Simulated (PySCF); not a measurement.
Species: C₅H₁₂OSi.
Z-matrix (Å and degrees, PBE0-D3(BJ)/def2-SVP geometry), rows numbered from 1:
```
C 
O   1  1.3950
C   2  1.4028  1  114.41
C   3  1.5394  2  115.18  1    70.04
C   4  1.5294  3  108.44  2   158.78
C   5  1.5391  4  108.96  3   -51.49
Si  6  1.8968  5  103.15  4    38.17
H   1  1.0993  2  107.79  3   174.85
H   1  1.1087  2  111.73  3    55.78
H   1  1.1067  2  112.73  3   -65.83
H   3  1.1129  2  109.90  1   -52.57
H   4  1.1024  3  112.66  2   -77.63
H   4  1.1051  3  107.61  2    40.13
H   5  1.1048  4  109.03  3    67.97
H   5  1.1019  4  111.17  3  -175.44
H   6  1.0999  5  112.78  4   162.74
H   6  1.1030  5  110.10  4   -77.90
H   7  1.4932  3  112.53  2   -17.93
H   7  1.4962  3  112.29  2   105.12
```

Linear response at B3LYP/def2-SVPD (PySCF, frozen core in the response, non-relativistic).

Static isotropic polarisability: 91.14 au (13.51 Å³), principal values 78.9, 92.8, 101.7 au.

**Question.** What is the polarisability at 1064 nm and at the sodium D line?

**Answer.** 91.88 au at 1064 nm (+0.8 %), 93.64 au at 589.3 nm (+2.7 %). The rise at 589.3 nm is 3.35 times that at 1064 nm; a pure ω² law gives 3.26. The lowest singlet lies at 191 nm, shorter than both wavelengths.

**Question.** What is the isotropic C6 coefficient between two such molecules, C6 = (3/π)∫α(iω)² dω?

**Answer.** 3373 au (Eh·bohr⁶) by a ten-point quadrature over imaginary frequencies, which is 2020 eV·Å⁶ or 194 J·nm⁶/mol.

**Question.** Which effective excitation energy ω̄ makes London's formula C6 = (3/4)α²ω̄ exact here?

**Answer.** ω̄ = 4·C6/(3α²) = 0.542 Eh = 14.7 eV. A one-pole form α(ω) = α/(1 − ω²/ω̄²) fitted to the 1064 nm value gives 12.9 eV.

**Question.** What molar refraction at the D line follows from R = (4π/3)·N_A·α′, with α′ the polarisability volume?

**Answer.** α′ = 13.88 Å³ gives R = 35.00 cm³/mol, for isolated, non-vibrating species.

**Question.** The lowest 6 singlets have (eV, f): 6.50, 0.003; 6.54, 0.006; 7.03, 0.008; 7.11, 0.011; 7.14, 0.003; 7.22, 0.046. What share of the static polarisability do they carry in the sum over states α = Σ f/ω²?

**Answer.** 1.12 au, 1.2 % of α; the largest term, 0.66 au, is that of the state at 7.22 eV. Their oscillator strengths add up to 0.08. Higher states carry the rest.

**Question.** How anisotropic is the static polarisability, by Δα² = ½[(α1 − α2)² + (α2 − α3)² + (α3 − α1)²]?

**Answer.** Δα = 19.9 au, or 0.22 of the isotropic value.

**Question.** How many electrons N does the Slater–Kirkwood formula C6 = (3/4)·√N·α^(3/2) need to give this C6?

**Answer.** N = (4·C6/3)²/α³ = 26.7; the species has 64 electrons in all.

**Question.** What n − 1 at the D line would an ideal gas of it have at 273.15 K and 1 atm (2.6868 × 10¹⁹ cm⁻³), by n − 1 = 2π·N·α′?

**Answer.** 23.42 × 10⁻⁴, a formal value whether or not that pressure can be reached.

One conformer stands for the species.
